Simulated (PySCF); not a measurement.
PySCF 2.14 output of an unrestricted r2SCAN calculation on a single atom or ion in dyall-av3z (24s17p11d2f, 144 functions), with scalar relativity by spin-free X2C-1e:

```
SCF conv_tol = 1e-09
number electrons alpha = 19  beta = 14
    J. W. Furness, A. D. Kaplan, J. Ning, J. P. Perdew, and J. Sun.,  J. Phys. Chem. Lett. 11, 8208-8215 (2020)
    J. W. Furness, A. D. Kaplan, J. Ning, J. P. Perdew, and J. Sun.,  J. Phys. Chem. Lett. 11, 9248-9248 (2020)
    J. W. Furness, A. D. Kaplan, J. Ning, J. P. Perdew, and J. Sun.,  J. Phys. Chem. Lett. 11, 8208-8215 (2020)
    J. W. Furness, A. D. Kaplan, J. Ning, J. P. Perdew, and J. Sun.,  J. Phys. Chem. Lett. 11, 9248-9248 (2020)
cycle= 1 E= -2260.22223033743  delta_E= -0.0167  |g|= 0.0869  |ddm|= 0.125
cycle= 2 E= -2260.22194061967  delta_E= 0.00029  |g|= 0.114  |ddm|= 0.0395
cycle= 3 E= -2260.22294081179  delta_E= -0.001  |g|= 0.00391  |ddm|= 0.0158
cycle= 4 E= -2260.22294225394  delta_E= -1.44e-06  |g|= 0.000288  |ddm|= 0.00112
cycle= 5 E= -2260.2229422677  delta_E= -1.38e-08  |g|= 8.23e-05  |ddm|= 0.000435
cycle= 6 E= -2260.2229422688  delta_E= -1.1e-09  |g|= 1.2e-05  |ddm|= 5.95e-05
cycle= 7 E= -2260.22294226884  delta_E= -4.59e-11  |g|= 7.52e-07  |ddm|= 1.81e-05
converged SCF energy = -2260.22294226884  <S^2> = 8.7518484  2S+1 = 6.0006161
```

The run itself started from symmetry-adapted Hartree-Fock orbitals and held the occupation by maximum overlap, on a logarithmic radial grid, so the iterations belong to that start.

**Question.** Which element, charge and spin multiplicity is this?

**Answer.** As (arsenic, neutral), multiplicity 6; the state was [Ar] 3d10 4s1 4p3 4d1, high-spin 6D determinant (an excited configuration).

The outer electron is Rydberg-like, and this basis confines it to a smaller radius and binds it less than a complete one would. At r2SCAN the highest occupied level has a positive energy, so only the finite basis holds that electron; for this excited configuration the basis is too tight for the outer shell.
